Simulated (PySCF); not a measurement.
**Fe (iron, neutral) across methods**

[Ar] 3d6 4s2, high-spin 5D determinant. Computed with PySCF 2.14 in aug-cc-pwCVQZ (11s10p8d5f4g3h, 185 functions), with the non-relativistic Hamiltonian (point nucleus).

```tsv
method	E (hartree)	mean ε 3d β (eV)	mean ε 4s α (eV)	mean ε 4s β (eV)	Σ⟨r²⟩ (bohr²)	⟨S²⟩
UHF	-1262.45545	-13.094	-7.549	-6.582	41.25	6.016
LDA	-1261.220	-5.807	-5.723	-4.958	38.90	6.010
PBE	-1263.441	-5.897	-5.528	-4.764	39.31	6.010
PBE0	-1263.467	-7.801	-6.178	-5.410	39.34	6.011
```
